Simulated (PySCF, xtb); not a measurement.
HN₂, SMILES [N][NH] (connectivity only; charge and spin as stated), neutral, multiplicity 2.

Harmonic wavenumbers (cm⁻¹) from GFN2-xTB run with xtb at its own minimum, in rising order: 1097, 1997, 2904.

Problem. What does PySCF with PBE0-D3(BJ)/def2-TZVPD give at its own minimum? (An estimate is asked for; the answer gives what the named calculation found.)

Solution. 1115, 1916, 2833. Paired by order, the mean absolute difference is 57 cm⁻¹ and the zero-point energies are 8.6 and 8.4 kcal/mol.
